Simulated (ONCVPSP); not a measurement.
gold ONCV: all-electron and pseudo phase curves

gold, optimised norm-conserving Vanderbilt (ONCV), made with ONCVPSP 4.0.1 (LDA (Perdew-Wang 92), fully relativistic). Core [Kr] 4d10 4f14, reference 5s2 5p6 5d9 (charge +2). Waves: 5s: rc 1.35 bohr, ncon 4, nbas 8, qcut 8.2 1/bohr, 2 projectors, debl 0.3 Ha; 5p: rc 1.20 bohr, ncon 5, nbas 8, qcut 7.2 1/bohr, 3 projectors, debl 3.4 Ha; 5d: rc 1.65 bohr, ncon 3, nbas 8, qcut 11.4 1/bohr, 3 projectors, debl 1.6 Ha. Local part: polynomial inside 0.75 bohr (lpopt 3, dvloc0 2 Ha). Core correction: none.

Open shells are filled in proportion to 2j + 1.

In the s channel the program set the typed energies aside and used -4.783, 0.250 Ha.

The phase is arctan(r·R′/R) of the radial function R(r), unwrapped; energies in Ha, scanned from -6 to 5 Ha. A pole is an energy at which the radial function vanishes at the test radius. The pseudo phase is shifted by a multiple of π to meet the all-electron one at the reference energy, and phase errors are pseudo minus all-electron; the curves can meet again beyond the range given. Levels narrower than the energy grid can be missing from the lists of poles.

**Question.** For each channel, where are the poles, and over which energies does the pseudopotential scatter like the atom?

**Answer.**

```tsv
channel	radius (bohr)	reference energy (Ha)	poles, all-electron	poles, pseudo	unbroken range about the reference energy with phases within 0.05 rad	phase error 1 Ha above the reference energy (rad)
s	1.37	-4.78	-3.74	-3.74	below -2.6	-0.000
p3/2	1.22	-2.83	0.79	0.79	the whole range	-0.000
p1/2	1.22	-3.45	-0.71	-0.71	the whole range	-0.000
d5/2	1.67	-0.99	0.39	0.39	the whole range	+0.000
d3/2	1.67	-1.05	0.22	0.22	the whole range	+0.000
```

Note: ghosts flagged at negative energy: p3/2 at -23625.2 eV, s at -68.5 eV; GHOST(+) flagged for p3/2 at 365.2 eV. A true bound ghost makes a file unfit for plane-wave use.

Phases in the s channel:

| E (Ha) | all-electron | pseudo |
| --- | --- | --- |
| -5.96 | 0.122 | 0.121 |
| -5.40 | -0.856 | -0.857 |
| -4.84 | -1.294 | -1.294 |
| -4.28 | -1.475 | -1.475 |
| -3.72 | -1.574 | -1.574 |
| -3.16 | -1.642 | -1.642 |
| -2.60 | -1.696 | -1.699 |
| -2.04 | -1.746 | -1.745 |
| -1.48 | -1.796 | -1.796 |
| -0.92 | -1.853 | -1.853 |
| -0.36 | -1.923 | -1.923 |
| 0.20 | -2.016 | -2.016 |
| 0.76 | -2.155 | -2.155 |
| 1.32 | -2.379 | -2.379 |
| 1.88 | -2.761 | -2.760 |
| 2.44 | -3.305 | -3.304 |
| 3.00 | -3.788 | -3.787 |
| 3.56 | -4.086 | -4.085 |
| 4.12 | -4.261 | -4.260 |
| 4.68 | -4.370 | -4.370 |
